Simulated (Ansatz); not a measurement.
Reaction (silylene formation by 1,1-elimination): `C=CSC[SiH3]` → `C=CSC` + `[SiH2]`

Calculated with Ansatz (gas phase, PBE0-D4/def2-TZVP geometries, no zero-point term in ΔE). CCSD(T)/CBS adds triple-zeta CCSD(T) − MP2 to the extrapolated MP2 energy (def2 sets, frozen cores). This one scheme is used for every species. Functionals use def2-TZVPP. B3LYP here is the variant with VWN-RPA as its local correlation; programs differ in this. Each species was taken in one conformer, which may not be the lowest.

| level | ΔE (eV) |
| --- | --- |
| B3LYP-D4 | 2.33 |
| ωB97X-V | 2.47 |
| MP2/CBS(def2) | 2.61 |
| CCSD/CBS(def2) | 2.33 |

(1) What does CCSD(T)/CBS give? (Estimate.)

Largest T1 diagnostic among the species: 0.014.

Answers

(1) Computed: +2.39 eV. The listed levels differ from it by -0.06, 0.08, 0.22, -0.06 eV.

In def2-TZVPP, CCSD(T) changes the Hartree–Fock value by +0.21 eV (the triples alone add +0.06 eV) and MP2 by +0.43 eV. From PBE to PBE0 (25 % exact exchange), in def2-TZVPP and without D4, ΔE moves by +0.09 eV.
